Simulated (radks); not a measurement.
Spin polarisation of the 3d7 shell in Ni3+. Start: [Ar] 3d(up 3.5, down 3.5); electrons of 3d are moved from spin down to spin up, other shells keep equal spins. All-electron calculation, non-relativistic Kohn-Sham, LDA (Slater exchange, Perdew-Wang correlation), spin-polarised, spherical densities, point nucleus. Program: a radial shooting solver on a logarithmic mesh with Libxc functionals.

| moment (Bohr magnetons) | E - E(0) (eV) | e(3d up) (eV) | e(3d down) (eV) | 3p down minus up (eV) | 3s down minus up (eV) | 2p down minus up (eV) |
|---|---|---|---|---|---|---|
| 0 | 0.000 | -47.687 | -47.687 | 0.000 | 0.000 | 0.000 |
| 0.75 | -0.153 | -48.080 | -47.263 | 0.863 | 0.881 | 0.379 |
| 1.5 | -0.613 | -48.442 | -46.806 | 1.727 | 1.763 | 0.758 |
| 2.25 | -1.381 | -48.773 | -46.316 | 2.594 | 2.647 | 1.136 |
| 3 | -2.456 | -49.072 | -45.792 | 3.464 | 3.534 | 1.513 |

At moment 3 the spin-polarisation energy is -2.456 eV and the 3d exchange splitting 3.280 eV, that is 1.093 eV per Bohr magneton; E = -I m^2/4 would give I = 1.092 eV.
